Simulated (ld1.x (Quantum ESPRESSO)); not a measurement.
## Zn (Z = 30): one change to a TM potential, before and after

ld1.x (Quantum ESPRESSO) 7.5 input, shortened:

```
&input
   title='Zn', zed=30., rel=1, dft='PW91', iswitch=3,
   config='[Ar] 3d10 4s2 4p0'
 /
 &inputp
   pseudotype=2, tm=.true., lloc=0,
   nlcc=.true., new_core_ps=.true.
 /
3
3P  2  1   6.00   0.00  0.80  0.80  0.0
3D  3  2  10.00   0.00  1.50  1.50  0.0
4S  1  0   2.00   0.00  1.95  1.95  0.0
 &test
   configts(1)='3p6 3d10 4s2 4p0'
 /
```

Change: all radii but the core radius scaled by about 1.22 (s 2.38, p 0.98, d 1.84 bohr).

Cutoffs: the cutoffs (Ry, on a coarse ladder) from which the occupation-weighted sum of valence levels, in a spherical-Bessel basis at the reference potential, stays within 10 and 1 mRy of its value at 400 Ry; they do not see the model core or the augmentation charge, which bear on the density cutoff. Errors are all-electron minus pseudo energies relative to the spin-unpolarised reference configuration.

What does the change do?

The potential gets softer (200 Ry and 300 Ry → 140 Ry and 200 Ry); of the 7 tests that both files solve, the error grows in 2 and shrinks in 3 by more than 15 % and 0.3 meV (median size 799.0 → 688.4 meV); neither file shows a bound ghost at the reference potential, the only one tested. A larger radius leaves more room for a smooth pseudo-wave, so fewer plane waves are needed.

```tsv
quantity	base	changed
cutoff, loose	200 Ry	140 Ry
cutoff, tight	300 Ry	200 Ry
loose cutoff by channel (10 mRy a level)	p 110 Ry, d 110 Ry, s 10 Ry	p 90 Ry, d 80 Ry, s 8 Ry
bound ghosts	none	none
error for 3p6 3d10 4s1 4p0, meV [ΔE 9.96 eV]	-4.8	+0.1
error for 3p6 3d10 4s0 4p0, meV [ΔE 28.47 eV]	-31	-23
error for 3p6 3d9 4s0 4p0, meV [ΔE 69.13 eV]	-248	-337
error for 3p6 3d10 4s0 4p1, meV [ΔE 16.32 eV]	-1273	-1299
error for 3p6 3d9 4s2 4p1, meV [ΔE 12.28 eV]	-1190	-1024
error for 3p5 3d10 4s2 4p0, meV [ΔE 92.10 eV]	-799	-1069
error for 3p6 3d8 4s0 4p0, meV [ΔE 131.07 eV]	-963	-688
```

Base: These tests converged, but a pseudo level misses the all-electron one widely, so the file describes the atom poorly there or has found another state: 3p6 3d9 4s0 4p0: empty 4p by 3.1 eV; 3p6 3d8 4s0 4p0: empty 4p by 4.8 eV. Changed file: These tests converged, but a pseudo level misses the all-electron one widely, so the file describes the atom poorly there or has found another state: 3p6 3d9 4s0 4p0: empty 4p by 3.2 eV (a node warning on the way); 3p6 3d8 4s0 4p0: empty 4p by 5.0 eV.
